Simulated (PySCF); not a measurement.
# Dipole moment and polarisability of `COCc1ccoc1`

Species: C6H8O2.
Geometry (PBE0-D3(BJ)/def2-SVP, Å), atoms numbered from 1 in this order:
```
atom  x, y, z in Å
C1    -2.090   -1.191    0.527
O2    -1.810    0.169    0.674
C3    -1.077    0.717   -0.386
C4     0.315    0.176   -0.485
C5     1.285    0.119    0.572
C6     2.395   -0.456    0.033
O7     2.188   -0.756   -1.266
C8     0.930   -0.379   -1.570
H9    -2.698   -1.499    1.388
H10   -2.664   -1.394   -0.400
H11   -1.173   -1.808    0.501
H12   -1.600    0.568   -1.352
H13   -1.046    1.801   -0.195
H14    1.152    0.458    1.597
H15    3.373   -0.709    0.433
H16    0.605   -0.560   -2.592
```

Level: CAM-B3LYP/def2-SVPD (PySCF), static field, nuclei fixed, core orbitals frozen in the response. The polarisability tensor in these axes (au):

```
x   87.41 -4.34 -0.31
y   -4.34 63.16  2.44
z   -0.31  2.44 76.31
```

**Question.** Diagonalise the tensor; give its mean and Δα, where Δα² is half the sum of the squared differences of the eigenvalues.

**Answer.** Principal values 62.02, 76.66 and 88.21 au; mean 75.63 au = 11.21 Å³ = 12.47 × 10⁻⁴⁰ C²·m²/J; Δα = 22.74 au (30 % of the mean).

**Question.** What is the dipole moment, and where does it point?

**Answer.** (0.06, -0.45, -0.52) D, 0.69 D in size, pointing from the negative to the positive side. Measured along this direction, the outermost atoms are H14 at the negative end and H16 at the positive end.

**Question.** Find the Langevin capture rate constant for NO+ (29.998 u) meeting this molecule (112.052 u), k = 2.342 × 10⁻⁹ cm³/s × √(α in Å³ / reduced mass in u).

**Answer.** The reduced mass is 23.66 u, so k = 1.61 × 10⁻⁹ cm³/s. The formula leaves out the permanent dipole, which adds to the capture rate.

**Question.** Orientational against electronic polarisability at 400 K (dilute gas, rigid molecules)?

**Answer.** In Gaussian units μ²/3kT = 2.86 Å³ against 11.21 Å³, a ratio of 0.26; the Debye molar polarisation (4π/3)N_A(α + μ²/3kT) is 35.5 cm³/mol, leaving out the vibrational part.

**Question.** Sum over states: ᾱ = Σ f/ω², ω in Eh. What share falls to these 10 lowest TDDFT singlets (eV, f)? 6.27, 0.1371; 6.63, 0.0049; 6.83, 0.0039; 7.20, 0.0267; 7.30, 0.0066; 7.48, 0.0597; 7.51, 0.0246; 7.75, 0.0145; 7.83, 0.1809; 8.00, 0.0847.

**Answer.** They add up to 7.66 au, 10.1 % of the 75.63 au; the largest single term is 2.58 au, from the state at 6.27 eV. Terms in order: 2.58, 0.08, 0.06, 0.38, 0.09, 0.79, 0.32, 0.18, 2.19, 0.98 au. Higher excitations give the rest. The strengths listed sum to 0.543.

**Question.** Molar refractivity from α?

**Answer.** Lorentz–Lorenz: R = (4π/3)N_A α = 2.5225 cm³/(mol·Å³) × 11.21 Å³ = 28.3 cm³/mol, in the limit of long wavelengths.

**Question.** Refractivity n − 1 of an ideal gas of it at 350 K and 1 atm, from the electronic α?

**Answer.** N = p/kT = 2.0968 × 10¹⁹ cm⁻³, so n − 1 = 2π × N × 11.21 × 10⁻²⁴ cm³ = 1476 × 10⁻⁶ at long wavelengths, for an ideal gas.

The structure is a single PBE0-D3(BJ)/def2-SVP conformer in the gas phase; no vibrational or solvent corrections.
